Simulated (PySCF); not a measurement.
The dipole of `O=C1C=CC[C@@H](C[SiH3])C1` from its density and from atomic charges.

Coordinates (GFN2-xTB, Å) and charges (e) from the PBE0/pcSseg-1 density (PySCF):

```csv
atom,x,y,z,Mulliken,IAO,Hirshfeld,ESP-fitted
O1,-3.208,-1.559,-0.759,-0.3639,-0.4202,-0.2481,-0.5554
C2,-2.356,-0.808,-0.338,+0.2422,+0.3716,+0.1500,+0.8812
C3,-2.578,0.636,-0.183,-0.1368,-0.2215,-0.0661,-0.5855
C4,-1.606,1.475,0.171,-0.1001,-0.0988,-0.0076,+0.0622
C5,-0.197,1.048,0.403,-0.1155,-0.2695,-0.0670,-0.3859
C6,0.107,-0.291,-0.267,-0.3968,-0.0888,-0.0193,+0.5037
C7,1.486,-0.823,0.122,-0.4336,-0.5318,-0.1533,-0.4844
Si8,2.945,0.278,-0.415,+0.4832,+0.5890,+0.3141,+0.3978
C9,-0.991,-1.288,0.107,-0.1407,-0.3143,-0.0799,-0.7017
H10,-3.584,0.981,-0.372,+0.1053,+0.1650,+0.0512,+0.2097
H11,-1.818,2.528,0.303,+0.1049,+0.1565,+0.0561,+0.1245
H12,0.485,1.820,0.037,+0.1583,+0.1451,+0.0455,+0.1172
H13,-0.032,0.961,1.484,+0.1401,+0.1482,+0.0476,+0.1416
H14,0.079,-0.146,-1.353,+0.1319,+0.1306,+0.0338,-0.0142
H15,1.611,-1.809,-0.331,+0.1451,+0.1482,+0.0426,+0.1374
H16,1.516,-0.978,1.203,+0.1343,+0.1411,+0.0387,+0.1232
H17,2.715,0.744,-1.784,-0.0755,-0.1196,-0.0763,-0.1071
H18,3.069,1.434,0.478,-0.0801,-0.1227,-0.0791,-0.1129
H19,4.175,-0.511,-0.350,-0.0789,-0.1119,-0.0763,-0.0963
H20,-0.801,-2.270,-0.330,+0.1370,+0.1543,+0.0466,+0.1591
H21,-1.025,-1.404,1.195,+0.1398,+0.1496,+0.0473,+0.1858
```

Q: Compute μ = Σ q r for each scheme (1 e·Å = 4.803 D) and compare with the dipole of the full density.

A: The full density gives (2.44, 2.02, 1.39) D, 3.46 D in size; dipole vectors point from the negative to the positive end.

| scheme | μx | μy | μz | size (D) | share of the full size (%) | angle to the full dipole (°) |
| --- | --- | --- | --- | --- | --- | --- |
| Mulliken | 4.45 | 2.61 | 1.83 | 5.48 | 159 | 10 |
| IAO | 3.41 | 2.83 | 1.28 | 4.61 | 133 | 8 |
| Hirshfeld | 2.03 | 1.74 | 0.92 | 2.83 | 82 | 5 |
| ESP-fitted | 2.48 | 2.04 | 1.39 | 3.50 | 101 | 0 |

Q: Which set comes closest?

A: Length of the difference vector: ESP-fitted 0.05 D, Hirshfeld 0.68 D, IAO 1.27 D, Mulliken 2.15 D. Closest: ESP-fitted. ESP charges are fitted to the potential around the molecule, whose slowest-falling term is the dipole's. 

Q: What is left for the Hirshfeld atoms' own dipoles?

A: The shares of the density sum to the whole, so what Σ q r misses lies in dipoles about the nuclei. The atomic dipoles sum to (2.44, 2.02, 1.39) − (2.03, 1.74, 0.92) = (0.41, 0.28, 0.47) D, 0.68 D in size.

Q: With the origin at the mean of the coordinates, (0.000, 0.001, -0.047) Å, which are the largest single terms, by size, of the Mulliken dipole along the direction of the full one?

A: O1 +6.05, Si8 +4.85, C2 -2.62, C7 -1.32, H20 -1.32 D; all 21 atoms together +5.40 D. The single terms depend on the origin, their sum doesn't.

Q: Give the size of the full dipole in other units.

A: 3.46 D = 1.359 au = 0.719 e·Å = 11.53 × 10⁻³⁰ C·m.

Isolated species at its GFN2-xTB geometry (one conformer only).
